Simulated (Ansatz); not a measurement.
Calculated with Ansatz (gas phase, PBE0-D4/def2-TZVP geometries, no zero-point term in ΔE). CBS: MP2 limit from def2 TZ/QZ plus the TZ coupled-cluster correction, frozen cores. DFT in def2-TZVPP. B3LYP here is the variant with VWN-RPA as its local correlation; programs differ in this. One conformer a species, not always the lowest.

Consider the isomerisation: `CCBC[SiH3]` → `CBCC[SiH3]`.

```json
{"level": "BLYP-D4", "ΔE (kJ/mol)": "21.1", "difference from CCSD(T)/CBS": "-0.3"}
{"level": "B97M-V", "ΔE (kJ/mol)": "23.0", "difference from CCSD(T)/CBS": "1.6"}
{"level": "B3LYP-D4", "ΔE (kJ/mol)": "22.0", "difference from CCSD(T)/CBS": "0.6"}
{"level": "r2SCAN0-D4", "ΔE (kJ/mol)": "23.1", "difference from CCSD(T)/CBS": "1.7"}
{"level": "BHLYP-D4", "ΔE (kJ/mol)": "22.8", "difference from CCSD(T)/CBS": "1.4"}
{"level": "CAM-B3LYP-D4", "ΔE (kJ/mol)": "22.3", "difference from CCSD(T)/CBS": "0.9"}
{"level": "ωB97X-V", "ΔE (kJ/mol)": "22.2", "difference from CCSD(T)/CBS": "0.8"}
{"level": "ωB97M-V", "ΔE (kJ/mol)": "22.5", "difference from CCSD(T)/CBS": "1.1"}
{"level": "PBE", "ΔE (kJ/mol)": "22.5", "difference from CCSD(T)/CBS": "1.1"}
{"level": "CAM-B3LYP", "ΔE (kJ/mol)": "22.1", "difference from CCSD(T)/CBS": "0.7"}
{"level": "CCSD(T)/def2-SVP", "ΔE (kJ/mol)": "22.9", "difference from CCSD(T)/CBS": "1.5"}
{"level": "HF/def2-TZVPP", "ΔE (kJ/mol)": "22.8", "difference from CCSD(T)/CBS": "1.4"}
{"level": "SCS-MP2/def2-TZVPP", "ΔE (kJ/mol)": "21.3", "difference from CCSD(T)/CBS": "-0.1"}
{"level": "SCS-MP2/def2-QZVPP", "ΔE (kJ/mol)": "21.1", "difference from CCSD(T)/CBS": "-0.3"}
{"level": "MP2/CBS(def2)", "ΔE (kJ/mol)": "21.0", "difference from CCSD(T)/CBS": "-0.4"}
{"level": "CCSD/CBS(def2)", "ΔE (kJ/mol)": "21.6", "difference from CCSD(T)/CBS": "0.2"}
{"level": "CCSD(T)/CBS", "ΔE (kJ/mol)": "21.4", "difference from CCSD(T)/CBS": "0"}
```

Largest T1 diagnostic among the species: 0.010.

Leaving LDA and LC-ωPBE aside and taking each functional with its dispersion term where it has one, the values spread over 2.1 kJ/mol, from BLYP-D4 to PBE0-D4.

CCSD(T)/CBS has its own doubt, a few kJ/mol and more with outer-core shells, so smaller differences from it don't rank the levels.
